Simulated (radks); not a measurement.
Values are calculated unless marked as measured or tabulated.
Q: The barium ion Ba2+, configuration [Kr] 4d10 5s2 5p5 7p1 (not the ground configuration). Code: a radial shooting solver on a logarithmic mesh with Libxc functionals. Model: Dirac Kohn-Sham, PBEsol, spin-unpolarised, spherical densities, finite nucleus; open shells fill j = l - 1/2 first; Fermi nuclear charge, rms radius 4.8378 fm.

Spin-orbit splittings of the eigenvalues, e(l+1/2) - e(l-1/2), with zeta = 2 splitting/(2l+1) and mean radii in bohr:

shell  occ.  splitting (eV)  zeta (eV)  <r> j=l-1/2  <r> j=l+1/2
2p        6           381.5      254.3      0.09195      0.09794
3p        6           73.72      49.15       0.2816       0.2936
3d       10           15.72      6.289       0.2644       0.2682
4p        6           15.43      10.28       0.6967       0.7240
4d       10           2.626      1.050       0.7936       0.8035
5p        5           2.306      1.537        1.788        1.858
7p        1               ?          ?        7.891        8.010

Estimate the 7p splitting.

A: 0.1610 eV (zeta = 0.1073 eV).
